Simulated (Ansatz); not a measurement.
CH3BO, SMILES [BH3-]C#[O+].

Geometry optimised at B3LYP-D3(BJ)/def2-TZVP.

Two levels are set side by side: PBE/def2-TZVPD (Ansatz, an electronic-structure program) and CAM-B3LYP/def2-TZVPD (Ansatz). Energy differences of separate SCF runs at the same geometry; the states with an electron removed or added have multiplicity 2 and 2. Differences are taken from unrounded values.

```
quantity                           CAM-B3LYP
---------------------------------  ---------
vertical ionisation energy (eV)        12.25
vertical singlet–triplet gap (eV)       6.26
```

Question: What does PBE give, and how far is it from CAM-B3LYP? (The exact figures need the calculation; the answer reports its results.)

Answer: 
```csv
quantity,PBE,PBE minus CAM-B3LYP
vertical ionisation energy (eV),12.01,-0.25
vertical singlet–triplet gap (eV),6.11,-0.15
```
